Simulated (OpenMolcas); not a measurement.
Computed levels of 4d5 in ions with 41 electrons, in cm-1 above 6S 5/2.

- Program: OpenMolcas
- Method: SS-CASPT2, IPEA 0.25 Eh, imaginary shift 0.1 Eh
- Basis: ANO-RCC-VTZP
- Scalar Hamiltonian: DKH2, point nucleus
- Spin-orbit coupling: RASSI with atomic mean-field integrals over the reference wave functions, term energies averaged over their components

Active space for each ion: 5 electrons in 5 orbitals (4d); closed shells correlated by CASPT2: 4s 4p.

```json
{"Level": "4G 5/2", "Ru3+": "23850", "Rh4+": "26470", "Ag6+": "31380"}
{"Level": "4G 7/2", "Ru3+": "24070", "Rh4+": "26830", "Ag6+": "32240"}
{"Level": "4G 11/2", "Ru3+": "24150", "Rh4+": "26950", "Ag6+": "32510"}
{"Level": "4G 9/2", "Ru3+": "24210", "Rh4+": "27040", "Ag6+": "32710"}
{"Level": "4P 3/2", "Ru3+": "26650", "Rh4+": "29580", "Ag6+": "34960"}
{"Level": "4P 1/2", "Ru3+": "27360", "Rh4+": "30530", "Ag6+": "36500"}
{"Level": "4D 7/2", "Ru3+": "28480", "Rh4+": "31830", "Ag6+": "38430"}
{"Level": "4D 1/2", "Ru3+": "29330", "Rh4+": "33050", "Ag6+": "40480"}
{"Level": "4D 5/2", "Ru3+": "29870", "Rh4+": "33680", "Ag6+": "41150"}
```

Problem. Estimate 4G 5/2, 4G 7/2 for Pd5+ from its neighbours Rh4+ and Ag6+.

Solution. 4G 5/2 is another term, which grows about linearly with the charge: (26470 + 31380) / 2 = 28925. The calculation gives 28610, so the estimate is off by +1.1 %.
4G 7/2 is another term, which grows about linearly with the charge: (26830 + 32240) / 2 = 29535. The calculation gives 29210, so the estimate is off by +1.1 %.

Mixed levels, with the weight of the term that names them: Ru3+ 4P 3/2 (59 %), Ru3+ 4P 1/2 (71 %), Ru3+ 4D 1/2 (71 %), Ru3+ 4D 5/2 (59 %), Rh4+ 4P 3/2 (57 %), Rh4+ 4P 1/2 (68 %), Rh4+ 4D 1/2 (69 %), Rh4+ 4D 5/2 (57 %), Pd5+ 4P 3/2 (55 %), Pd5+ 4P 1/2 (67 %), Pd5+ 4D 1/2 (68 %), Pd5+ 4D 5/2 (56 %), Ag6+ 4P 3/2 (55 %), Ag6+ 4P 1/2 (68 %), Ag6+ 4D 1/2 (69 %), Ag6+ 4D 5/2 (56 %).

Term energies are means over components that CASPT2 splits; among the terms shown or strongly mixed into the levels shown the widest spread is 120 cm-1 (4d5 4G, Ag6+). Only configurations of the active space appear.
